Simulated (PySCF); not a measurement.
**Molecular orbitals of AgBr**

BLYP at R = 2.418 Å; Ag x2c-TZVPPall, Br x2c-TZVPPall; spin-free X2C with a Gaussian nucleus (PySCF 2.14). State: ¹Σ⁺ (singlet), closed shell. Only the outer orbitals are listed, counted within each symmetry.

| orbital | occ. | ε (eV) | on Ag (%) | main shells (%) |
| --- | --- | --- | --- | --- |
| 16σ | 2 | -9.26 | 72 | 70 Ag d, 26 Br p |
| 8π | 2 | -8.64 | 93 | 93 Ag d |
| 8π | 2 | -8.64 | 93 | 93 Ag d |
| 3δ | 2 | -8.29 | 100 | 100 Ag d |
| 3δ | 2 | -8.29 | 100 | 100 Ag d |
| 17σ | 2 | -6.77 | 52 | 48 Br p, 26 Ag d, 24 Ag s |
| 9π | 2 | -6.00 | 10 | 90 Br p |
| 9π | 2 | -6.00 | 10 | 90 Br p |
| 18σ | 0 | -4.04 | 84 | 66 Ag s, 16 Ag p, 16 Br p |
| 10π | 0 | -0.76 | 97 | 95 Ag p |
| 10π | 0 | -0.76 | 97 | 95 Ag p |

Q: Which are the highest filled and the lowest empty level, where do they sit, and how wide is the gap?

A: Highest filled 9π at -6.00 eV (in %: 90 Br p); lowest empty 18σ at -4.04 eV (in %: 66 Ag s, 16 Ag p, 16 Br p); the gap at BLYP is 1.96 eV.

The bond order (Mayer) is 1.12 and the ⟨S²⟩ is 0.000. The charge on Ag (Mulliken, basis-dependent) is 0.33, the charge on Ag (Löwdin, basis-dependent) is -0.06 and the dipole moment (positive dipole means Ag(−)Br(+)) is -4.40 D.

Spin–orbit coupling is left out.
